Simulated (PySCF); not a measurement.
CsF, SMILES [F][Cs] (connectivity only; charge and spin as stated), charge +1, multiplicity 2.

Geometry: PBE0-D3(BJ)/def2-TZVPD. The multiplicity is an assumed one; other spin states were not compared. The def2 effective core potentials stand for the cores of Cs; spin–orbit coupling is left out.

Two levels are set side by side: PBE/def2-TZVPD (PySCF) and ωB97X/def2-TZVPD (PySCF). Same geometry, gas phase. Differences are taken from unrounded values.

```csv
quantity,ωB97X
α-spin orbital gap (eV),17.04
β-spin orbital gap (eV),10.93
mean polarisability (bohr³),19.1
```

Task: What does PBE give, and how far is it from ωB97X? (An estimate is asked for; the answer gives what the named calculation found.)

Result: 
| quantity | PBE | PBE minus ωB97X |
|---|---|---|
| α-spin orbital gap (eV) | 9.81 | -7.24 |
| β-spin orbital gap (eV) | 0.99 | -9.94 |
| mean polarisability (bohr³) | 19.9 | 0.8 |

Loosely held outer electrons make PBE densities more polarisable. Differences between two approximate levels are no errors against the true value.

Rough cost on one machine, each run with all the roots and properties that it gave: ωB97X against PBE about 1/2.
